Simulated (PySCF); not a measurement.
C2H10SSi3.
Atom-mapped SMILES: `[CH3:1][C:2](=[S:3])[SiH2:4][SiH2:5][SiH3:6]` (hydrogens: H7, H8, H9 on C1; H10, H11 on Si4; H12, H13 on Si5; H14, H15, H16 on Si6)

Cartesian coordinates in Å at the PBE0-D3(BJ)/def2-SVP level; atoms count from 1:
```
atom  x, y, z in Å
C1     2.838   -0.899   -0.009
C2     1.506   -0.371    0.406
S3     0.853   -0.663    1.871
Si4    0.493    0.731   -0.779
Si5   -1.757    0.125   -0.563
Si6   -2.532    0.385    1.639
H7     3.498   -0.066   -0.308
H8     3.314   -1.482    0.791
H9     2.724   -1.528   -0.909
H10    1.008    0.595   -2.181
H11    0.709    2.150   -0.354
H12   -2.565    0.979   -1.494
H13   -1.903   -1.300   -1.006
H14   -4.008    0.651    1.589
H15   -1.872    1.555    2.291
H16   -2.313   -0.852    2.443
```

The closed-shell ground state was solved at several levels (PySCF, density fitting, gas phase, non-relativistic).

```json
{"level": "PBE0/6-31+G*", "basis functions": "144", "total energy (Eh)": "-1348.1911", "HOMO (eV)": "-6.52", "LUMO (eV)": "-2.61", "gap (eV)": "3.91", "dipole (D)": "2.29"}
{"level": "CAM-B3LYP/def2-SVPD", "basis functions": "219", "total energy (Eh)": "-1348.3892", "HOMO (eV)": "-7.83", "LUMO (eV)": "-1.48", "gap (eV)": "6.35", "dipole (D)": "2.25"}
{"level": "CAM-B3LYP/pcSseg-1", "basis functions": "180", "total energy (Eh)": "-1348.7862", "HOMO (eV)": "-7.85", "LUMO (eV)": "-1.44", "gap (eV)": "6.41", "dipole (D)": "2.27"}
{"level": "PBE0/pcSseg-1", "basis functions": "180", "total energy (Eh)": "-1348.2036", "HOMO (eV)": "-6.58", "LUMO (eV)": "-2.64", "gap (eV)": "3.94", "dipole (D)": "2.29"}
{"level": "PBE0/def2-SVP", "basis functions": "150", "total energy (Eh)": "-1347.8075", "HOMO (eV)": "-6.46", "LUMO (eV)": "-2.52", "gap (eV)": "3.94", "dipole (D)": "2.29"}
{"level": "BHandHLYP/def2-SVPD", "basis functions": "219", "total energy (Eh)": "-1348.3645", "HOMO (eV)": "-7.59", "LUMO (eV)": "-1.58", "gap (eV)": "6.01", "dipole (D)": "2.31"}
{"level": "PBE0/aug-cc-pVDZ", "basis functions": "244", "total energy (Eh)": "-1348.2724", "HOMO (eV)": "-6.50", "LUMO (eV)": "-2.59", "gap (eV)": "3.91", "dipole (D)": "2.25"}
{"level": "HF/def2-SVPD", "basis functions": "219", "total energy (Eh)": "-1345.4137", "HOMO (eV)": "-9.23", "LUMO (eV)": "0.96", "gap (eV)": "10.19", "dipole (D)": "2.57"}
{"level": "PBE0/6-31G*", "basis functions": "120", "total energy (Eh)": "-1348.1855", "HOMO (eV)": "-6.40", "LUMO (eV)": "-2.45", "gap (eV)": "3.95", "dipole (D)": "2.35"}
```

(1) What might PBE0/def2-SVPD (219 basis functions) give for the same quantities?

(2) How much does the basis alone move the frontier levels among the 6 PBE0 rows (the withheld one included)?

(3) In the def2-SVPD basis, how does the gap go with the fixed share of exact exchange?

(4) How far do the dipole and the HOMO energy spread over the levels?

## Answers

(1) Total energy -1347.8216 Eh, HOMO -6.55 eV, LUMO -2.65 eV, gap 3.90 eV, dipole 2.26 D.

(2) The HOMO by 0.18 eV and the LUMO by 0.20 eV. By rising basis size (HOMO, LUMO in eV): 6-31G* -6.40, -2.45; 6-31+G* -6.52, -2.61; def2-SVP -6.46, -2.52; pcSseg-1 -6.58, -2.64; def2-SVPD -6.55, -2.65; aug-cc-pVDZ -6.50, -2.59.

(3) PBE0 (25 %) 3.90 eV; BHandHLYP (50 %) 6.01 eV; HF (100 %) 10.19 eV. Each rise in the share widens the gap here.

(4) The dipole runs from 2.25 to 2.57 D (mean 2.31 D) and the HOMO from -9.23 to -6.40 eV.

One conformer stands for the species.
